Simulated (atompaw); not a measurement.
**u(r) = r·R(r): atom against pseudo-atom (Ag)**

Columns: radius, all-electron u(r) and pseudo u(r) of the 4d shell (level -8.70 eV) of silver in the configuration [Kr] 4d10 5s0.5 5p0.5; LDA (PW92), scalar-relativistic, PAW (atompaw) scheme, atompaw 4.2.0.5.

| r (bohr) | all-electron | pseudo |
| --- | --- | --- |
| 0.115 | -0.2673 | 0.0061 |
| 0.231 | -0.4497 | 0.0462 |
| 0.346 | -0.2504 | 0.1406 |
| 0.462 | 0.0962 | 0.2900 |
| 0.577 | 0.4173 | 0.4699 |
| 0.692 | 0.6541 | 0.6464 |
| 0.808 | 0.8019 | 0.7864 |
| 0.923 | 0.8743 | 0.8677 |
| 1.038 | 0.8939 | 0.8930 |
| 1.154 | 0.8786 | 0.8786 |
| 1.269 | 0.8423 | 0.8423 |
| 1.385 | 0.7940 | 0.7940 |
| 1.500 | 0.7405 | 0.7405 |
| 1.615 | 0.6855 | 0.6855 |
| 1.731 | 0.6308 | 0.6308 |
| 1.846 | 0.5788 | 0.5788 |
| 1.962 | 0.5293 | 0.5293 |
| 2.077 | 0.4835 | 0.4835 |
| 2.192 | 0.4411 | 0.4411 |
| 2.308 | 0.4017 | 0.4017 |
| 2.423 | 0.3659 | 0.3659 |
| 2.538 | 0.3332 | 0.3332 |
| 2.654 | 0.3031 | 0.3031 |
| 2.769 | 0.2758 | 0.2758 |
| 2.885 | 0.2508 | 0.2508 |
| 3.000 | 0.2283 | 0.2283 |

Question: How many radial nodes do the two functions have?

Answer: The all-electron 4d function has n − l − 1 = 1; the pseudo-wave has 0, since the states of the same l below it are removed with the core.

Question: At about which radius was the pseudo-wave matched?

Answer: 1.20 bohr, where the columns begin to agree (steps of 0.12 bohr).

Question: Where does each function peak?

Answer: Outermost all-electron maximum near 1.04 bohr, pseudo maximum near 1.04 bohr (to the table’s step).

Question: Is the pseudo-wave norm-conserving?

Answer: No, it belongs to a PAW set: the norm inside the radius is not constrained, and the difference is carried by the augmentation charge.
